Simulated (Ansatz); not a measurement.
The cluster K2Sn2Cl6, relaxed as a singlet with RKS r2SCAN-D4/def2-SVP in Ansatz, starting from the GFN1-xTB geometry. Force threshold 0.03 eV/Å.

In the def2 sets Sn takes a core potential; there is no spin–orbit coupling. The structure comes from a short search, and lower isomers may exist.

Start:

Cartesian coordinates in Å:
```
K 1.418 0.715 -1.158
K -0.807 -1.742 0.725
Sn -0.122 1.455 1.735
Sn -0.977 -0.993 -2.862
Cl 1.599 -0.382 1.400
Cl 0.607 0.615 -3.795
Cl -1.495 0.480 -0.922
Cl 0.818 2.164 3.816
Cl -1.795 -0.117 2.671
Cl 0.754 -2.194 -1.610
```

| step | energy (eV) | largest force component (eV/Å) | SCF passes |
| --- | --- | --- | --- |
| 1 | -119433.0758 | 1.566 | 17 |
| 2 | -119433.9276 | 0.385 | 19 |
| 3 | -119434.1766 | 0.304 | 19 |
| 4 | -119434.2699 | 0.263 | 18 |
| 5 | -119434.3118 | 0.090 | 19 |
| 6 | -119434.3310 | 0.152 | 19 |
| 7 | -119434.3420 | 0.143 | 18 |
| 8 | -119434.3442 | 0.293 | 18 |
| 9 | -119434.3489 | 0.141 | 19 |
| 10 | -119434.3639 | 0.083 | 18 |
| 11 | -119434.3703 | 0.197 | 17 |
| 12 | -119434.3751 | 0.246 | 17 |
| 13 | -119434.3824 | 0.250 | 19 |
| 14 | -119434.3968 | 0.103 | 18 |
| 15 | -119434.4037 | 0.216 | 18 |
| 16 | -119434.4154 | 0.314 | 18 |
| 17 | -119434.4255 | 0.382 | 17 |
| 18 | -119434.4479 | 0.395 | 18 |
| 19 | -119434.4864 | 0.262 | 19 |
| 20 | -119434.5295 | 0.119 | 17 |
| 21 | -119434.5723 | 0.157 | 19 |
| 22 | -119434.6249 | 0.134 | 17 |
| 23 | -119434.6649 | 0.129 | 19 |
| 24 | -119434.6959 | 0.090 | 18 |
| 25 | -119434.7054 | 0.058 | 17 |
| 26 | -119434.7079 | 0.091 | 17 |
| 27 (rejected) | -119434.7064 | 0.102 | 18 |
| 28 | -119434.7094 | 0.006 | 19 |

Force components are those of the run's own axes.

End:

Cartesian coordinates in Å:
```
K 1.1108 1.1677 -1.8375
K -0.6572 -0.9641 1.1560
Sn 0.2891 1.8286 3.4969
Sn -0.6519 -1.9782 -3.0598
Cl 1.2487 1.6146 1.1051
Cl 0.6036 -0.3216 -4.4400
Cl -1.7810 -0.1437 -1.7035
Cl 0.7059 -0.6021 3.8940
Cl -2.0115 1.3840 2.6423
Cl 1.1434 -1.9851 -1.2535
```

Bonds formed: K2–Cl8 (atoms count from 1). Metal–metal contacts that move far: K1–Sn3 3.36 to 5.44 Å, K2–Sn4 3.67 to 4.34 Å.

No frequencies were taken in this run, so the end may be a saddle point.

Run time 5.3 min (6 threads of Intel Xeon on a shared host).
